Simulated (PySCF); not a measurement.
Ge(H)2(Br)(Me) (CH5BrGe), SMILES [CH3][GeH2][Br].

Coordinates come from a PBE0-D3(BJ)/def2-SVP optimisation.

Two levels are set side by side: PBE/def2-TZVPD (PySCF) and CAM-B3LYP/def2-TZVPD (PySCF). Same geometry, gas phase. Differences are taken from unrounded values.

```csv
quantity,CAM-B3LYP,PBE,PBE minus CAM-B3LYP
orbital gap (eV),9.74,5.50,-4.24
highest occupied level (eV),-9.38,-6.82,2.56
lowest empty level (eV),0.35,-1.32,-1.68
dipole moment (D),2.50,2.38,-0.13
mean polarisability (bohr³),67.0,69.9,2.9
```

PBE's occupied levels lie high since its potential decays too fast outside the molecule; exact exchange lowers them and widens the gap. Loosely held outer electrons make PBE densities more polarisable. Differences between two approximate levels are no errors against the true value.

Rough cost on one machine, each run with all the roots and properties that it gave: CAM-B3LYP against PBE within a factor of 2.
